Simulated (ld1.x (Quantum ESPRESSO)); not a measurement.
**Scattering properties, TM potential for iodine (I)**

* Element: I (Z = 53)
* Generator: ld1.x (Quantum ESPRESSO) 7.5
* Type: norm-conserving Troullier–Martins (Kleinman–Bylander form)
* Functional: LDA (PZ)
* Relativity: fully relativistic
* Frozen core: [Kr] 4d10
* Valence charge: 7
* Reference configuration: 5s1.5 5p5.5
* Partial waves: 5s (bound): rc 1.50 bohr; 5p (bound): rc 2.00 bohr
* Local potential: all-electron potential smoothed inside 1.45 bohr (lloc = -1)
* Core correction: none

Open shells are filled in proportion to 2j + 1 (rel_dist='average').

The phase is arctan(r·u′/u) with u = r·R(r), unwrapped; energies in Ry, scanned from -3 to 5 Ry. A pole is an energy at which the radial function vanishes at the test radius. The pseudo phase is shifted by a multiple of π to meet the all-electron one at the reference energy, and phase errors are pseudo minus all-electron; the curves can meet again beyond the range given. Levels narrower than the energy grid can be missing from the lists of poles.

| channel | radius (bohr) | reference energy (Ry) | poles, all-electron | poles, pseudo | unbroken range about the reference energy with phases within 0.05 rad | phase error 1 Ry above the reference energy (rad) |
| --- | --- | --- | --- | --- | --- | --- |
| s | 2.19 | -1.32 | 0.71 | 0.70 | below 4.2 | -0.000 |
| p1/2 | 2.19 | -0.61 | 2.17 | 1.04, 2.97 | below 0.7 | -0.028 |
| p3/2 | 2.19 | -0.53 | 2.53 | 0.67, 3.09 | below 0.3 | -0.095 |

Note: ghost states, extra bound levels that the all-electron valence spectrum of the same l lacks: s at -82.8 eV, d at -13.8 eV. A true bound ghost makes a file unfit for plane-wave use.

Phases in the p3/2 channel:

| E (Ry) | all-electron | pseudo |
| --- | --- | --- |
| -3.00 | 1.217 | 1.210 |
| -2.52 | 1.158 | 1.150 |
| -2.04 | 1.067 | 1.057 |
| -1.56 | 0.904 | 0.893 |
| -1.08 | 0.566 | 0.556 |
| -0.60 | -0.137 | -0.138 |
| -0.12 | -0.841 | -0.854 |
| 0.36 | -1.182 | -1.246 |
| 0.84 | -1.347 | -3.818 |
| 1.32 | -1.442 | -4.495 |
| 1.80 | -1.504 | -4.591 |
| 2.28 | -1.550 | -4.648 |
| 2.76 | -1.587 | -4.689 |
| 3.24 | -1.619 | -4.723 |
| 3.72 | -1.649 | -4.751 |
| 4.20 | -1.678 | -4.778 |
| 4.68 | -1.709 | -4.805 |
